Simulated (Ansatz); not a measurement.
Relaxation of CH8BFO2Si2 (15 atoms, charge 0, multiplicity 1), to a largest force component of 0.015 eV/Å in at most 40 steps.

All numbers below come from Ansatz, RKS PBE0-D4/6-31G.

```xyz
15
Properties=species:S:1:pos:R:3
O -3.018 0.315 0.452
B -1.644 0.628 0.282
C -0.621 -0.023 1.264
Si 0.662 -1.124 0.336
Si 1.932 0.069 -0.995
O 1.002 0.877 -2.190
F 2.758 1.233 -0.043
H -3.352 1.087 1.044
H -1.268 1.364 -0.539
H -0.011 0.776 1.812
H -1.135 -0.629 2.058
H -0.154 -2.087 -0.458
H 1.368 -1.845 1.288
H 2.890 -0.799 -1.596
H 0.376 1.444 -1.633
```

Problem. Where does it end, and by what steps?

Solution. The run converged. The force dipped under the threshold on the way, but the program's further checks kept it going. Limits of this set-up: no polarisation functions. After 33 steps the energy has fallen by 1.623 eV; H8 moved furthest, 1.53 Å.

```
step  energy less start (eV)  largest force component (eV/Å)  accepted
   0                  0.0000                           2.909       yes
   2                 -1.0027                           1.454       yes
   4                 -1.4558                           1.895       yes
   6                 -1.5163                           1.723        no
   8                 -1.6092                           0.188       yes
  10                 -1.6140                           0.111       yes
  12                 -1.6170                           0.093       yes
  14                 -1.6197                           0.084       yes
  16                 -1.6208                           0.043       yes
  18                 -1.6214                           0.032       yes
  20                 -1.6220                           0.026       yes
  22                 -1.6225                           0.037       yes
  24                 -1.6229                           0.029       yes
  26                 -1.6231                           0.041       yes
  28                 -1.6232                           0.020       yes
  30                 -1.6233                           0.015       yes
  32                 -1.6233                           0.009       yes
  33                 -1.6234                           0.008       yes
```

```xyz
15
Properties=species:S:1:pos:R:3
O -2.694 0.205 0.211
B -1.492 0.779 0.554
C -0.558 0.021 1.532
Si 0.583 -1.187 0.548
Si 1.772 0.011 -1.091
O 0.751 1.061 -1.981
F 2.943 0.936 -0.261
H -3.267 0.662 -0.422
H -1.192 1.843 0.067
H 0.095 0.698 2.094
H -1.133 -0.596 2.234
H -0.245 -2.226 -0.154
H 1.552 -1.879 1.467
H 2.487 -0.777 -2.143
H 0.184 1.733 -1.575
```

Whether the end is a true minimum wasn't checked by a vibrational analysis.

Run time: 6.5 min on 1 thread of AMD EPYC (Zen 3), with other jobs on the host, peak memory 0.23 GiB.
